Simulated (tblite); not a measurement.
C7H12F2.
Geometry (GFN2-xTB, Å), atoms numbered from 1 in this order:
```xyz
21
C7H12F2 angstrom
C      3.511    0.403    0.385
C      2.092    0.424   -0.170
C      1.221   -0.673    0.450
F      1.109   -0.440    1.810
C     -0.135   -0.730   -0.183
C     -1.270   -0.499    0.454
C     -2.628   -0.532   -0.178
C     -3.315    0.828   -0.099
F     -2.537   -0.907   -1.507
H      4.093    1.220   -0.034
H      4.002   -0.536    0.138
H      3.492    0.510    1.467
H      1.623    1.388    0.040
H      2.107    0.279   -1.251
H      1.721   -1.649    0.359
H     -0.129   -0.976   -1.235
H     -1.277   -0.258    1.507
H     -3.248   -1.303    0.302
H     -4.286    0.782   -0.586
H     -2.706    1.577   -0.599
H     -3.449    1.112    0.940
```

All values are computed: GFN2-xTB (tblite) harmonic vibrations without scaling, gas phase. The method is semi-empirical: single wavenumbers can be off by several per cent or more. One conformer, not necessarily the lowest.

Harmonic wavenumbers (cm⁻¹): 31.8, 69.1, 78.6, 99.0, 143.7, 187.8, 212.2, 226.9, 261.7, 348.8, 382.0, 428.6, 480.5, 535.3, 701.4, 753.1, 805.6, 858.3, 893.6, 956.3, 989.1, 1006.7, 1028.8, 1050.8, 1086.5, 1089.3, 1112.6, 1137.4, 1150.1, 1229.1, 1235.1, 1249.1, 1268.8, 1294.9, 1299.1, 1301.3, 1334.6, 1393.6, 1414.3, 1469.5, 1473.2, 1486.1, 1497.6, 1500.9, 1731.8, 2873.9, 2875.4, 2989.4, 2997.7, 3032.5, 3041.9, 3046.1, 3048.1, 3049.1, 3059.3, 3083.3, 3095.0.

A = 3516, B = 645.3, C = 616.5 MHz; mass 134.091 u (most abundant isotopes); point group C1, symmetry number 1.

Zero-point energy?

½Σν̃ = 38238 cm⁻¹ = 109.33 kcal/mol.

Give the ideal-gas entropy at 400 K and 1 bar in the rigid-rotor, harmonic-oscillator model (classical rotation).

Translation 42.08, rotation 30.70, vibration 45.41: S = 118.2 cal/(mol K).

And Cp and H(400 K) − H(0)?

Cp = 51.04 cal/(mol K), of which vibrations give 43.09 (their classical limit is 57 R = 113.3); H(400 K) − H(0) = 12.17 kcal/mol without the zero-point energy, 8.99 from vibrations.

Which modes carry the vibrational entropy at 400 K?

31.8 cm⁻¹: 6.30; 69.1 cm⁻¹: 4.76; 78.6 cm⁻¹: 4.50; 99.0 cm⁻¹: 4.05; 143.7 cm⁻¹: 3.32; 187.8 cm⁻¹: 2.80 cal/(mol K); the other 51 give 19.67 together.

Blend soft modes into free rotors: weight 1/[1 + (100 cm⁻¹/ν̃)⁴] for the oscillator and the rest for a rotor with moment μB/(μ + B), μ = h/(8π²ν), B = 10⁻⁴⁴ kg m². What vibrational entropy results?

41.01 cal/(mol K) in place of 45.41, which changes −T·S at 400 K by +1.76 kcal/mol.

What must be added to the electronic energy to get the Gibbs energy at 400 K and 1 bar?

ZPE + [H(400 K) − H(0)] − T·S = 109.33 + 12.17 − 47.27 = 74.23 kcal/mol.

Hindered rotation and anharmonicity are outside this model. Other conformers, if any are populated, would add a mixing term that is left out. The structure is chiral; the term R ln 2 for an equal mix with its mirror image is left out.

On Arm Neoverse N1, one thread, on a shared host, this took 1.3 s. This covers the Hessian and the dipole derivatives.
